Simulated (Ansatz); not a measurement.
The cluster V₃O₂⁺, relaxed as a singlet with RKS PBE-D4/def2-SVP in Ansatz, starting from the GFN2-xTB geometry. Force threshold 0.02 eV/Å.

The relaxation made no stability test and no search for a lower SCF solution. No other spin state of charge 1 was run. The structure comes from a short search, and lower isomers may exist.

Start:

```
atom    x (Å)    y (Å)    z (Å)
  V1   1.8163   0.7981   1.6408
  V2  -1.7048  -0.5714  -0.8845
  V3   0.5272  -0.0725  -0.0525
  O4   1.5142  -0.6725   1.1196
  O5  -2.1529   0.5183  -1.8234
```

```tsv
step	energy (eV)	largest force component (eV/Å)	SCF passes
1	-81112.0158	6.360	118
2	-81112.9341	2.926	67
3	-81113.4485	1.632	59
4	-81114.1221	2.006	64
5	-81114.9099	2.406	51
6	-81115.8317	1.643	44
7	-81116.4508	1.498	39
8	-81116.8810	1.354	42
9	-81117.1091	0.882	34
10	-81117.1639	0.233	36
11	-81117.1694	0.060	27
12	-81117.1698	0.017	29
```

Force components are those of the run's own axes.

End:

Cartesian coordinates in Å:
```
V 0.6092 0.5116 1.3407
V -1.5588 -0.0321 0.0436
V 0.4020 -0.2045 -0.5869
O 1.7510 -0.5690 0.7625
O -1.2034 0.2941 -1.5600
```

Bonds formed: V1–V2, V3–O5 (atoms count from 1). The end is the same structure that another start reached.

No frequencies were taken in this run, so the end may be a saddle point.

Hardware: 4 threads of Arm Neoverse V2 on a shared host. Wall time 20 s.
